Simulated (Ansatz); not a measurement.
Correlation energies of `CN(C)[SiH]([SiH3])Cl` by basis set

Cartesian coordinates in Å:
```
C -0.5861 -1.4156 -0.4835
N 0.1677 -0.6145 0.4524
C 0.8516 -1.3987 1.4563
Si 0.6521 0.9801 0.1000
Si -1.0310 2.1715 -1.0020
Cl 2.3219 1.1022 -1.1504
H 0.0548 -2.1120 -1.0412
H -1.3453 -2.0061 0.0429
H -1.0999 -0.7832 -1.2107
H 1.3800 -0.7474 2.1548
H 0.1320 -1.9955 2.0290
H 1.5835 -2.0880 1.0135
H 1.0906 1.5919 1.3781
H -2.3042 2.1338 -0.2321
H -1.2716 1.5964 -2.3530
H -0.5961 3.5850 -1.1541
```

Charge 0, multiplicity 1. The geometry is a stationary point of PBE0-D4/def2-TZVP. It is one conformer, not always the lowest. Frozen core, restricted reference, Ansatz 0.2.0. CBS rows extrapolate triple and quadruple zeta; past MP2 they add the triple-zeta difference.

| basis | HF (Eh) | MP2 corr. | CCSD corr. | (T) | CCSD(T) total |
| --- | --- | --- | --- | --- | --- |
| def2-SVP | -1173.00696 | -0.78804 | -0.87254 | -0.02404 | -1173.90354 |
| def2-TZVPP | -1173.52367 | -1.00301 | -1.08194 | -0.04320 | -1174.64881 |
| def2-QZVPP | -1173.56112 | -1.07841 | – | – | – |
| CBS(def2) | -1173.56627 | -1.13427 | -1.21319 | as TZ | -1174.82266 |
